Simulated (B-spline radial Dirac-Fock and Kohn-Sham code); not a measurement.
These are calculated numbers from a radial finite-basis atomic code; the model is multi-electron Dirac-Fock with separately optimised hole states, Breit and Lamb-shift corrections added in first order. Two-hole levels are in intermediate coupling, intensities from independent-particle Coulomb rates.

Task: These computed lines form the K-LL Auger spectrum of a free neutral atom. Which element, and how are the lines assigned?

| kinetic energy (eV) | relative intensity |
| --- | --- |
| 20934.1 | 19 |
| 21259.1 | 32 |
| 21291.8 | 3 |
| 21496.4 | 25 |
| 21544.1 | 7 |
| 21554.7 | 6 |
| 21812.4 | 100 |
| 22043.9 | 7 |
| 22074.9 | 35 |

Result: Sb ([Kr] 4d10 5s2 5p3). From low to high energy: K-L1L1 ¹S0, K-L1L2 ³P1, K-L1L2 ³P0, K-L1L3 ¹P1, K-L1L3 ³P2, K-L2L2 ³P0, K-L2L3 ¹D2, K-L3L3 ¹S0, K-L3L3 ³P2. The labels give the leading jj configuration and the leading LS term by weight; in heavy atoms the literature often keeps the label of the LS limit instead.
